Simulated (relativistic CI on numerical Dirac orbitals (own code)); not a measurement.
## One change at a time: Be IV

Base calculation: Dirac-Coulomb-Breit CI, KLI orbitals optimised for each configuration, model QED (radiative potential, 1s self-energy scaled to tabulated hydrogen-like ionisation energies).

CI space: 1s, 2s, 2p, 3s, 3p, 3d, 4s, 4p, 4d, 4f, 5s, 5p, 5d, 5f, 5g, 6s, 6p, 6d. Levels of other configurations are missing.

The lowest level and the first level of each name with at least 55 % of one term (blank where a level has no safe partner in the second run):

```csv
Level,Base (cm⁻¹),Shift (cm⁻¹)
1s ²S1/2,0,0
2p ²P°1/2,1316979,-212
2s ²S1/2,1316985,-218
2p ²P°3/2,1317073,-306
3p ²P°1/2,1560901,-287
3s ²S1/2,1560902,-289
3d ²D3/2,1560928,-315
3p ²P°3/2,1560928,-315
3d ²D5/2,1560938,-324
4p ²P°1/2,1646269,-310
4s ²S1/2,1646270,-311
4d ²D3/2,1646281,-322
4p ²P°3/2,1646281,-322
4f ²F°5/2,1646285,-326
```

Question: One thing was changed in a second run, which moved the levels as shown. Which?
A. configuration mixing switched off
B. QED terms removed
C. Breit term removed
D. non-relativistic limit

Answer: D. Non-relativistic limit. Without relativity the fine structure collapses and s electrons lose their extra binding.
